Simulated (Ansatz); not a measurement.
Start from `C#[C][GeH]([NH2])[SH]` and change one atom or group to get `[NH2][GeH]([OH])[SH]`.

Ansatz, PBE0-D4/def2-TZVP geometries, multiplicity 1. Each molecule was computed in one conformer, which needn't be the lowest.

Scalar relativity is left out up to krypton.

| property | `C#[C][GeH]([NH2])[SH]` |
| --- | --- |
| LUMO energy (PBE/def2-TZVPP) / eV | -1.27 |
| HOMO–LUMO gap (ωB97M-V/def2-TZVPP) / eV | 11.14 |
| LUMO energy (B3LYP/def2-TZVPP) / eV | -0.60 |
| HOMO energy (PBE/def2-TZVPP) / eV | -6.16 |
| size of the dipole moment (B3LYP/def2-TZVPP) / D | 2.18 |
| HOMO–LUMO gap (PBE0/def2-TZVPP) / eV | 7.02 |

What does the change do to each property? (An estimate is asked.)

Ansatz gave: 
| property | `[NH2][GeH]([OH])[SH]` | shift |
| --- | --- | --- |
| LUMO energy (PBE/def2-TZVPP) / eV | -0.69 | 0.58 |
| HOMO–LUMO gap (ωB97M-V/def2-TZVPP) / eV | 11.65 | 0.51 |
| LUMO energy (B3LYP/def2-TZVPP) / eV | -0.05 | 0.55 |
| HOMO energy (PBE/def2-TZVPP) / eV | -6.10 | 0.06 |
| size of the dipole moment (B3LYP/def2-TZVPP) / D | 1.16 | -1.02 |
| HOMO–LUMO gap (PBE0/def2-TZVPP) / eV | 7.68 | 0.66 |

Dipoles are sizes alone; their direction can turn.

B3LYP here is the variant with VWN-RPA as its local correlation; programs differ in this.
